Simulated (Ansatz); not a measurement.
C2H9GaN, charge +2, quartet, geometry from GFN2-xTB of the parent state (such geometries of metal compounds can be far from the true shape) (a state made from the parent by changing its charge; the spin is typed, not shown lowest); HF/def2-SV(P) (Ansatz, an electronic-structure program).

Ansatz was given this input:
Ansatz 0.2 input:
```yaml
crystal:
  periodic: [false, false, false]
  atoms:
    - {symbol: Ga, position_ang: [0.01230320, 0.27085287, 0.07317890]}
    - {symbol: C, position_ang: [1.56217051, 0.91239822, -1.08138031]}
    - {symbol: H, position_ang: [2.48093940, 0.40995923, -0.76770611]}
    - {symbol: H, position_ang: [1.69143509, 1.99225895, -0.97680614]}
    - {symbol: H, position_ang: [1.35524775, 0.67334755, -2.12801519]}
    - {symbol: C, position_ang: [-1.51190352, 0.36240503, 1.42058717]}
    - {symbol: H, position_ang: [-2.42862361, -0.00827270, 0.95410195]}
    - {symbol: H, position_ang: [-1.66612628, 1.39262866, 1.75006911]}
    - {symbol: H, position_ang: [-1.26863868, -0.25754025, 2.28741157]}
    - {symbol: N, position_ang: [-0.07882585, -1.91227677, -0.51159490]}
    - {symbol: H, position_ang: [-0.77979814, -2.08684462, -1.23480529]}
    - {symbol: H, position_ang: [-0.32440056, -2.51666217, 0.27535179]}
    - {symbol: H, position_ang: [0.80874464, -2.25819564, -0.88222419]}
basis:
  gaussian:
    orbitals: def2-SV_P_.json
hamiltonian:
  xc: hf
total_charge: 2
magnetization: {spin_polarized: true, initial_magnetization: 3}
```
The basis file holds def2-SV(P) in the JSON format of the Basis Set Exchange.

What the program printed (banner, timings and long lists left out):

```
Functional definition: HF
1035 factors; integrals over basis functions are off by at most 4.8e-4 eV
mean field evaluation 1: about -55977.5336 eV, gradient 3.5e1 eV
mean field evaluation 2: about -55977.5349 eV, gradient 3.5e1 eV
mean field evaluation 4: about -55983.7631 eV, gradient 3.8e0 eV
mean field evaluation 8: about -55984.1384 eV, gradient 7.5e-1 eV
mean field evaluation 16: about -55984.2092 eV, gradient 5.7e-2 eV
mean field evaluation 32: about -55984.5357 eV, gradient 1.7e-5 eV
mean field evaluation 64: about -55984.3201 eV, gradient 4.2e-1 eV
mean field evaluation 96: about -55984.3352 eV, gradient 1.4e0 eV
mean field evaluation 128: about -55984.1933 eV, gradient 4.0e-1 eV
mean field evaluation 160: about -55976.6856 eV, gradient 7.5e0 eV
mean field -55984.53568837 eV, -2057.3937388662 hartree, gradient 6.4e-6 eV, S^2 3.768488; 3 other end points of the search recorded, 0 dependent functions left out
reference -55984.53568837 eV, -2057.3937388662 hartree; 30, 27 occupied and 62, 65 virtual orbitals, 1035 factors
Total energy: -55984.53568837 eV, -2057.3937388662 hartree
```
